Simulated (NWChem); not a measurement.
System: GeHOBr, singlet; SMILES [OH][Ge][Br]

Here is an NWChem input.

```
start job
memory heap 200 mb stack 900 mb global 1100 mb
geometry units angstroms noautoz
  Ge     0.335304     1.004555     0.000000
  Br     0.018009    -1.322549     0.000000
  O     -1.390449     1.455685     0.000000
  H     -1.519037     2.413532     0.000000
end
basis spherical
  * library def2-tzvp
end
dft
  xc b3lyp
  iterations 150
  mulliken
end
task dft energy
```

Output (shortened):

```
             Northwest Computational Chemistry Package (NWChem) 7.3.0
             --------------------------------------------------------

 CS  symmetry detected

                             Geometry "geometry" -> ""
                             -------------------------

 Output coordinates in angstroms (scale by  1.889725989 to convert to a.u.)

  No.       Tag          Charge          X              Y              Z
 ---- ---------------- ---------- -------------- -------------- --------------
    1 Ge                  32.0000     0.41269734     0.98238284     0.00000000
    2 Br                  35.0000    -0.04555545    -1.32111310     0.00000000
    3 O                    8.0000    -1.28242055     1.53764587     0.00000000
    4 H                    1.0000    -1.35250976     2.50154070     0.00000000

 Effective nuclear repulsion energy (a.u.)     392.1015480754

      Symmetry information
      --------------------

 Group name             Cs
 Group number              2
 Group order               2
 No. of unique centers     4

                                 NWChem DFT Module
                                 -----------------

 Summary of "ao basis" -> "ao basis" (spherical)
 ------------------------------------------------------------------------------
       Tag                 Description            Shells   Functions and Types
 ---------------- ------------------------------  ------  ---------------------
 Ge                        def2-tzvp                16       48   6s5p4d1f
 Br                        def2-tzvp                16       48   6s5p4d1f
 O                         def2-tzvp                11       31   5s3p2d1f
 H                         def2-tzvp                 4        6   3s1p

      Symmetry analysis of basis
      --------------------------

        a'         90
        a"         43

            General Information
            -------------------
          SCF calculation type: DFT
          Wavefunction type:  closed shell.
          No. of atoms     :     4
          No. of electrons :    76
           Alpha electrons :    38
            Beta electrons :    38
          Charge           :     0
          Spin multiplicity:     1
          Use of symmetry is: on ; symmetry adaption is: on
          Maximum number of iterations: 150
          AO basis - number of functions:   133
                     number of shells:    47
          Convergence on energy requested:  1.00D-06
          Convergence on density requested:  1.00D-05
          Convergence on gradient requested:  5.00D-04

              XC Information
              --------------
                         B3LYP Method XC Potential
                     Hartree-Fock (Exact) Exchange  0.200
                        Slater Exchange Functional  0.800 local
                    Becke 1988 Exchange Functional  0.720 non-local
              Lee-Yang-Parr Correlation Functional  0.810
                  VWN I RPA Correlation Functional  0.190 local

             Grid Information
             ----------------
          Grid used for XC integration:  medium
          Radial quadrature: Mura-Knowles
          Angular quadrature: Lebedev.
          Tag              B.-S. Rad. Rad. Pts. Rad. Cut. Ang. Pts.
          ---              ---------- --------- --------- ---------
          Ge                  1.25      112           9.0       590
          Br                  1.15      112          11.0       590
          O                   0.60       49          10.0       434
          H                   0.35       45          11.0       434
          Grid pruning is: on
          Number of quadrature shells:   318
          Spatial weights used:  Erf1

      Superposition of Atomic Density Guess
      -------------------------------------

 Sum of atomic energies:       -4722.98917887

      Non-variational initial energy
      ------------------------------

 Total energy =   -4723.362075
 1-e energy   =   -7363.799924
 2-e energy   =    2248.336300
 HOMO         =      -0.285177
 LUMO         =      -0.037787

      Symmetry analysis of molecular orbitals - initial
      -------------------------------------------------

  Numbering of irreducible representations:

     1 a'          2 a"

  Orbital symmetries:

     1 a'          2 a'          3 a'          4 a'          5 a'
     6 a"          7 a'          8 a'          9 a'         10 a"
    11 a'         12 a'         13 a'         14 a'         15 a"
    16 a'         17 a'         18 a'         19 a"         20 a'
    21 a'         22 a"         23 a'         24 a"         25 a'
    26 a'         27 a'         28 a"         29 a"         30 a'
    31 a'         32 a'         33 a'         34 a'         35 a"
    36 a"         37 a'         38 a'         39 a"         40 a'
    41 a'         42 a'         43 a'         44 a'         45 a"
    46 a'         47 a"         48 a'

     ---------------------------------------------
      Total Density - Mulliken Population Analysis
     ---------------------------------------------

    Atom       Charge   Shell Charges
 -----------   ------   -------------------------------------------------------
    1 Ge  32    30.98   2.00  2.00  1.18  0.78  0.99  0.97  5.98  4.40  1.59  0.58  0.35  8.92  1.09  0.04  0.07  0.04
    2 Br  35    35.54   2.00  2.00  1.16  0.78  1.01  0.99  6.00  5.94  1.31  2.97  1.34  8.98  1.02 -0.01  0.03  0.00
    3 O    8     8.92   0.79  1.18  0.60  0.96  0.25  2.03  2.20  0.90  0.00  0.01  0.00
    4 H    1     0.57   0.20  0.26  0.07  0.04

   convergence    iter        energy       DeltaE   RMS-Dens  Diis-err
 ---------------- ----- ----------------- --------- --------- ---------
 d= 0,ls=0.0,diis     1  -4727.0655311852 -5.12D+03  1.03D-02  1.41D+00
 d= 0,ls=0.0,diis     2  -4726.7717900539  2.94D-01  7.20D-03  3.68D+00
 d= 0,ls=0.0,diis     3  -4727.1401237542 -3.68D-01  2.01D-03  3.17D-01
 d= 0,ls=0.0,diis     4  -4727.1636697061 -2.35D-02  1.21D-03  3.47D-02
 d= 0,ls=0.0,diis     5  -4727.1671959292 -3.53D-03  3.27D-04  4.30D-03
  Resetting Diis
 d= 0,ls=0.0,diis     6  -4727.1676788588 -4.83D-04  4.17D-05  2.62D-04
 d= 0,ls=0.0,diis     7  -4727.1676877316 -8.87D-06  2.63D-05  7.58D-06
 d= 0,ls=0.0,diis     8  -4727.1676865558  1.18D-06  1.46D-05  2.34D-05
 d= 0,ls=0.0,diis     9  -4727.1676884069 -1.85D-06  3.06D-06  6.80D-07
 d= 0,ls=0.0,diis    10  -4727.1676884528 -4.58D-08  8.48D-07  6.40D-08

         Total DFT energy =    -4727.167688452793
      One electron energy =    -7364.253583047443
           Coulomb energy =     2424.418612475418
    Exchange-Corr. energy =     -179.434265956165
 Nuclear repulsion energy =      392.101548075396

 Numeric. integr. density =       76.000000956792

                  Occupations of the irreducible representations
                  ----------------------------------------------

                     irrep           alpha         beta
                     --------     --------     --------
                     a'               28.0         28.0
                     a"               10.0         10.0

                       DFT Final Molecular Orbital Analysis
                       ------------------------------------

 Vector   36  Occ=2.000000D+00  E=-2.996883D-01  Symmetry=a"
              MO Center= -1.0D-01, -1.0D+00,  2.9D-15, r^2= 2.2D+00
   Bfn.  Coefficient  Atom+Function         Bfn.  Coefficient  Atom+Function
  ----- ------------  ---------------      ----- ------------  ---------------
    66      0.480131  2 Br pz                60     -0.338381  2 Br pz
    63      0.309413  2 Br pz                69      0.302425  2 Br pz
   104     -0.135198  3 O  pz               107     -0.110666  3 O  pz
    57      0.103170  2 Br pz               110     -0.096694  3 O  pz
    18      0.073054  1 Ge pz                21      0.057404  1 Ge pz

 Vector   37  Occ=2.000000D+00  E=-2.973295D-01  Symmetry=a'
              MO Center=  4.0D-02, -9.6D-01, -1.7D-15, r^2= 2.4D+00
   Bfn.  Coefficient  Atom+Function         Bfn.  Coefficient  Atom+Function
  ----- ------------  ---------------      ----- ------------  ---------------
    64      0.409581  2 Br px                58     -0.287664  2 Br px
    61      0.263272  2 Br px                65     -0.250925  2 Br py
    67      0.251757  2 Br px                 6      0.179229  1 Ge s
    59      0.173492  2 Br py                62     -0.158089  2 Br py
    68     -0.158732  2 Br py                16      0.122047  1 Ge px

 Vector   38  Occ=2.000000D+00  E=-2.713819D-01  Symmetry=a'
              MO Center=  1.6D-01,  2.7D-01, -6.7D-15, r^2= 4.0D+00
   Bfn.  Coefficient  Atom+Function         Bfn.  Coefficient  Atom+Function
  ----- ------------  ---------------      ----- ------------  ---------------
     6      0.457099  1 Ge s                  5      0.303510  1 Ge s
    64     -0.271732  2 Br px                65     -0.220767  2 Br py
    16      0.210751  1 Ge px               102     -0.206085  3 O  px
    58      0.194032  2 Br px                67     -0.194060  2 Br px
    61     -0.180664  2 Br px               105     -0.167915  3 O  px

 Vector   39  Occ=0.000000D+00  E=-9.677623D-02  Symmetry=a"
              MO Center=  3.8D-01,  8.7D-01,  2.0D-15, r^2= 3.2D+00
   Bfn.  Coefficient  Atom+Function         Bfn.  Coefficient  Atom+Function
  ----- ------------  ---------------      ----- ------------  ---------------
    21      0.663421  1 Ge pz                18      0.474295  1 Ge pz
    12     -0.208402  1 Ge pz                69     -0.181583  2 Br pz
   110     -0.180025  3 O  pz               104     -0.168508  3 O  pz
    66     -0.147786  2 Br pz               107     -0.131878  3 O  pz
    60      0.107975  2 Br pz                63     -0.107193  2 Br pz

[...]
```

Level: B3LYP/def2-TZVP. Low-valent species are run as closed-shell singlets; no triplet was tried in these runs. Coordinates come from a PBE0/def2-SVP optimisation.
